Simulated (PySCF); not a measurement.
**Electron correlation in Cd (cadmium, neutral)**

[Kr] 4d9 5s2 5p1, one real determinant (an excited configuration). All numbers are calculated (PySCF 2.14, a scalar-relativistic core potential, in def2-TZVPPD with the def2 core potential (28 electrons) (6s4p3d2f1g, 56 functions)). Frozen: 4s2 4p6; 12 electrons correlated.

MP2 pair energies summed by pair of shells (mhartree):

```csv
pair,energy,share (%)
4d-4d,-280.67,73.0
4d-5s,-65.75,17.1
5s-5s,-15.94,4.1
4d-5p,-12.20,3.2
5s-5p,-10.07,2.6
```

Total MP2 correlation energy: -384.63 mhartree.

Same-spin part -139.58 and opposite-spin part -245.04 mhartree; SCS-MP2 scales them by 1/3 and 6/5 to -340.58 mhartree.

The reference is one real determinant that mixes LS terms of this configuration.
